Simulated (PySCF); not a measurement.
C₉H₁₀O.
SMILES with atom numbers: `[CH2:1]=[CH:2][c:3]1[cH:4][c:5]([CH3:6])[cH:7][cH:8][c:9]1[OH:10]` (hydrogens: H11, H12 on C1; H13 on C2; H14 on C4; H15, H16, H17 on C6; H18 on C7; H19 on C8; H20 on O10)

Computed with TDDFT B3LYP/def2-SVPD, vertical, gas phase, core orbitals frozen in the response (PySCF 2.14.0, density-fitted response routines). The structure is a single PBE0-D3(BJ)/def2-SVP conformer in the gas phase; no vibrational or solvent corrections. Torsions of this conformer, `[CH2:1]=[CH:2][c:3]1[cH:4][c:5]([CH3:6])[cH:7][cH:8][c:9]1[OH:10]`: C1–C2–C3–C4 -32°, H–O10–C9–C8 169°.

Frontier orbitals with the atoms that hold most of them (Löwdin shares over 4%, at most four atoms; ? is withheld):

```
orbital  ε (eV)                              atoms
 HOMO-3   -9.20     O10 20%, C3 11%, C4 10%, C9 9%
 HOMO-2   -8.32     C2 25%, C1 20%, C7 13%, C8 10%
 HOMO-1   -6.73                                  ?
   HOMO   -6.04                                  ?
   LUMO       ?     C1 22%, C2 17%, C7 11%, C3 10%
 LUMO+1   -0.14     C9 18%, C5 16%, C4 16%, C8 15%
 LUMO+2    0.32  O10 26%, H20 16%, H13 13%, C2 13%
```

**Question.** Which atoms hold the HOMO-1, and with what shares?

**Answer.** C4 (bonded to 2 C and H) 22%; C8 (bonded to 2 C and H) 18%; C7 (bonded to 2 C and H) 11%; C1 (bonded to C and 2 H) 11%.

**Question.** Give the leading atoms of the HOMO.

**Answer.** C9 (bonded to 2 C and O) 16%; C5 (bonded to 3 C) 16%; O10 (bonded to C and H) 15%; C3 (bonded to 3 C) 12%. By element: carbon 44% or more, oxygen 15%.

**Question.** What is the LUMO energy, and the HOMO–LUMO gap?

**Answer.** ε(LUMO) = -1.32 eV; the gap is 4.72 eV (0.1735 hartree).

**Question.** The HOMO–LUMO gap is 4.72 eV. Where does the response calculation put the lowest singlet, and from which orbitals?

**Answer.** S1 is at 4.15 eV (f = 0.105), 0.57 eV below the gap, made of HOMO→LUMO (88%). 

**Question.** One configuration dominates each of S1 and S2. Which, and how do the shares of the two leading atoms of either orbital change from the occupied to the empty one?

**Answer.** 
- S1 (4.15 eV, f 0.105), HOMO→LUMO (88%): C9 16% → at most 10%, C5 16% → at most 10%, C1 at most 13% → 22%, C2 at most 13% → 17%
- S2 (4.96 eV, f 0.183), HOMO-1→LUMO (79%): C4 22% → at most 10%, C8 18% → at most 10%, C1 11% → 22%, C2 at most 11% → 17%
